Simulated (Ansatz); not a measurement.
Reaction (redistribution): `S[SiH2]Cl` + `[NH2][GeH]([OH])[SH]` → `N[SiH](S)Cl` + `[OH][GeH2][SH]`

Gas-phase electronic energies from Ansatz, PBE0-D4/def2-TZVP geometries. CCSD(T)/CBS is the MP2 limit (def2-TZVPP, def2-QZVPP) plus CCSD(T) − MP2 in def2-TZVPP, frozen cores. Functionals use def2-TZVPP. B3LYP here is the variant with VWN-RPA as its local correlation; programs differ in this. HSE06 is defined as in plane-wave codes. For Ge outer-core shells are correlated without core-valence functions, which leaves a few kJ/mol of doubt a bond. Scalar relativity is left out up to krypton. Each species was taken in one conformer, which may not be the lowest.

```json
{"level": "LDA (SPW92)", "ΔE (kcal/mol)": "-13.7", "difference from CCSD(T)/CBS": "-1.6"}
{"level": "BLYP-D4", "ΔE (kcal/mol)": "-12.5", "difference from CCSD(T)/CBS": "-0.4"}
{"level": "PBE0-D4", "ΔE (kcal/mol)": "-12.6", "difference from CCSD(T)/CBS": "-0.5"}
{"level": "CAM-B3LYP-D4", "ΔE (kcal/mol)": "-13.2", "difference from CCSD(T)/CBS": "-1.1"}
{"level": "ωB97M-V", "ΔE (kcal/mol)": "-13.0", "difference from CCSD(T)/CBS": "-0.9"}
{"level": "PBE", "ΔE (kcal/mol)": "-12.1", "difference from CCSD(T)/CBS": "0.0"}
{"level": "B3LYP", "ΔE (kcal/mol)": "-12.5", "difference from CCSD(T)/CBS": "-0.4"}
{"level": "r2SCANh", "ΔE (kcal/mol)": "-12.8", "difference from CCSD(T)/CBS": "-0.7"}
{"level": "HSE06", "ΔE (kcal/mol)": "-12.4", "difference from CCSD(T)/CBS": "-0.3"}
{"level": "HF/def2-SVP", "ΔE (kcal/mol)": "-12.1", "difference from CCSD(T)/CBS": "0.0"}
{"level": "HF/def2-TZVPP", "ΔE (kcal/mol)": "-12.1", "difference from CCSD(T)/CBS": "0.0"}
{"level": "MP2/def2-TZVPP", "ΔE (kcal/mol)": "-11.9", "difference from CCSD(T)/CBS": "0.2"}
{"level": "CCSD/def2-TZVPP", "ΔE (kcal/mol)": "-11.6", "difference from CCSD(T)/CBS": "0.5"}
{"level": "CCSD(T)/def2-TZVPP", "ΔE (kcal/mol)": "-11.5", "difference from CCSD(T)/CBS": "0.6"}
{"level": "HF/def2-QZVPP", "ΔE (kcal/mol)": "-12.3", "difference from CCSD(T)/CBS": "-0.2"}
{"level": "HF/CBS(def2)", "ΔE (kcal/mol)": "-12.3", "difference from CCSD(T)/CBS": "-0.2"}
{"level": "CCSD(T)/CBS", "ΔE (kcal/mol)": "-12.1", "difference from CCSD(T)/CBS": "0"}
```

(1) What do rigid-rotor, harmonic-oscillator terms from PBE0-D4/def2-TZVP frequencies (298.15 K, 1 bar) make of the CCSD(T)/CBS value? (Estimate.)

Largest T1 diagnostic among the species: 0.012.

Results:

(1) Ansatz gave: ΔZPE = +0.4 kcal/mol, ΔH = -12.0 kcal/mol, ΔS = -12 J/(mol·K), ΔG = -11.1 kcal/mol.

Leaving LDA and LC-ωPBE aside and taking each functional with its dispersion term where it has one, the values, not all of them listed here, spread over 1.8 kcal/mol, from B97M-V to revPBE-D4. LDA lies −1.6 kcal/mol from PBE without D4. From BLYP to BHLYP (50 % exact exchange), in def2-TZVPP and without D4, ΔE moves by −0.8 kcal/mol.
